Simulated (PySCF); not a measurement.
Computed IR spectrum (relative IR intensity) of a molecule C2H6OSi2. The structure is a stationary point at PBE-D3(BJ)/def2-SVP. One conformer was computed; it need not be the lowest. The numbers are results of PBE-D3(BJ)/def2-SVP run with PySCF, not measurements. Frequencies are harmonic and unscaled.

Lines under 2 % of the strongest are left out, and lines within 2 cm⁻¹ are merged.

ν (cm⁻¹): 279 (vw), 310 (m), 392 (w), 630 (w), 662 (vw), 708 (m), 726 (m), 744 (m), 786 (w), 860 (vs), 887 (w), 916 (m), 1226 (w), 2131 (m), 2140 (m), 2173 (m), 3048 (vw), 3070 (w), 3758 (m) (against the strongest line: vs over 80 %, s over 45 %, m over 15 %, w over 4 %, vw less)

**Question.** Which structure fits?
A) O[Si@@H]1C=C[SiH2]1
B) [SiH3]C1=CO[SiH2]1
C) C1=C[SiH2][SiH2]O1
D) C=C1O[SiH2][SiH2]1

**Answer.** A, O[Si@@H]1C=C[SiH2]1
